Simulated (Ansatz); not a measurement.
Gas-phase electronic energies from Ansatz, PBE0-D4/def2-TZVP geometries. CCSD(T)/CBS adds triple-zeta CCSD(T) − MP2 to the extrapolated MP2 energy (def2 sets, frozen cores). This one scheme is used for every species. Functionals use def2-TZVPP. For Br outer-core shells are correlated without core-valence functions, which leaves a few kJ/mol of doubt a bond. Scalar relativity is left out up to krypton. Each species was taken in one conformer, which may not be the lowest.

`CCB(O)Br` + CH₃OH → `COB(O)Br` + `CC`  (ligand exchange at a B–C bond)

```json
{"level": "r2SCAN", "ΔE (eV)": "-1.42"}
{"level": "SCS-MP2/def2-QZVPP", "ΔE (eV)": "-1.38"}
```

Problem. What does CCSD(T)/CBS give? (An estimate is asked.)

Solution. Computed: -1.34 eV. The listed levels differ from it by -0.08, -0.04 eV.

Largest T1 diagnostic among the species: 0.011.

At CCSD(T), def2-SVP lies −0.17 eV from the extrapolated value and def2-TZVPP −0.02 eV. In def2-TZVPP, CCSD(T) changes the Hartree–Fock value by +0.14 eV (the triples alone add +0.01 eV) and MP2 by +0.14 eV.
